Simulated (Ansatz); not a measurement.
H5N2NbO2, SMILES `[NH2][Nb]([NH2])(=[O])[OH]`. The species carries charge 0 and has multiplicity 1. Nb takes the def2 core potential. All single points use the PBE0-D4/def2-TZVP geometry. It is one conformer, not always the lowest.

```xyz
10

N    -0.735   -0.314    1.574
Nb   -0.285    0.421   -0.207
N     0.446   -0.996   -1.378
O    -1.728    0.967   -0.911
O     0.948    1.877   -0.050
H    -1.670   -0.326    1.954
H    -0.096   -0.749    2.223
H     0.016   -1.279   -2.247
H     1.248   -1.579   -1.188
H     1.856    1.978    0.230
```

**Question.** What is the dipole moment at PBE/def2-TZVPP? (An estimate is asked.)

**Answer.** Ansatz gave: 4.39 D, with components (3.06, -2.62, 1.76) D in this frame, pointing from negative to positive charge.

**Question.** And with r2SCAN, B3LYP, ωB97M-V? (Best estimate.)

**Answer.** The calculation gave: r2SCAN 4.52 D, B3LYP 4.57 D, ωB97M-V 4.57 D.

**Question.** Give the Mulliken charges with PBE, ωB97M-V, B3LYP in def2-TZVPP. (Best estimate.)

**Answer.** Ansatz gave: 
```csv
atom,PBE,ωB97M-V,B3LYP
N1,-0.54,-0.52,-0.57
Nb2,1.23,1.39,1.43
N3,-0.54,-0.52,-0.57
O4,-0.48,-0.52,-0.54
O5,-0.49,-0.51,-0.53
H6,0.18,0.14,0.17
H7,0.15,0.11,0.13
H8,0.18,0.14,0.17
H9,0.15,0.11,0.13
H10,0.18,0.17,0.18
```

B3LYP here is the variant with VWN-RPA as its local correlation; programs differ in this.
